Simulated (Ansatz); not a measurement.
A run on `CCCCCBr` with other settings.

```yaml
crystal:
  periodic: [false, false, false]
  atoms:
    - {symbol: C, position_ang: [-1.350593, -1.883017, -1.124989]}
    - {symbol: C, position_ang: [-0.888705, -1.160432, 0.149556]}
    - {symbol: C, position_ang: [0.076910, 0.025669, -0.283722]}
    - {symbol: C, position_ang: [0.649114, 0.805949, 0.920072]}
    - {symbol: C, position_ang: [1.536552, 1.918186, 0.572022]}
    - {symbol: Br, position_ang: [0.560319, 3.377580, -0.272670]}
    - {symbol: H, position_ang: [-2.001617, -1.236121, -1.680395]}
    - {symbol: H, position_ang: [-2.033036, -2.749299, -0.772796]}
    - {symbol: H, position_ang: [-0.606659, -2.248269, -1.762930]}
    - {symbol: H, position_ang: [-0.196120, -1.821831, 0.748496]}
    - {symbol: H, position_ang: [-1.549323, -0.802984, 0.761033]}
    - {symbol: H, position_ang: [-0.579716, 0.788961, -0.907859]}
    - {symbol: H, position_ang: [0.943109, -0.321026, -0.915786]}
    - {symbol: H, position_ang: [1.310871, 0.072559, 1.493580]}
    - {symbol: H, position_ang: [-0.123397, 1.174848, 1.560406]}
    - {symbol: H, position_ang: [1.985899, 2.331059, 1.458616]}
    - {symbol: H, position_ang: [2.358941, 1.653494, -0.134288]}
basis:
  gaussian: {orbitals: def2-SVP}
hamiltonian: {xc: {name: r2SCANh}}
accuracy: high
```

```sh
$ ansatz run in.yaml --threads 2 --pin off --events-out ev --progress --plain --max-ram 32768MiB --backend cpu
```

It prints (some lines left out):

```
Functional definition: r2SCANh
3782 factors; integrals over basis functions are off by at most 3.0e-8 eV
mean field evaluation 1: about -75383.8004 eV, gradient 6.3e1 eV
mean field evaluation 2: about -75377.2641 eV, gradient 7.9e1 eV
mean field evaluation 4: about -75394.0360 eV, gradient 3.9e0 eV
mean field evaluation 8: about -75394.2186 eV, gradient 2.0e-1 eV
mean field evaluation 16: about -75394.2187 eV, gradient 6.1e-5 eV
mean field -75394.21866957 eV, -2770.6864320698 hartree, gradient 1.8e-8 eV, S^2 0.000000; 0 other end points of the search recorded, 0 dependent functions left out
reference -75394.21867038 eV, -2770.6864320995 hartree; 38, 38 occupied and 119, 119 virtual orbitals, 3782 factors
Total energy: -75394.21867038 eV, -2770.6864320995 hartree
```

Hardware: 2 threads of an AMD EPYC 7R13 on a shared host. Wall time 20 s, peak host memory 1.1 GiB.
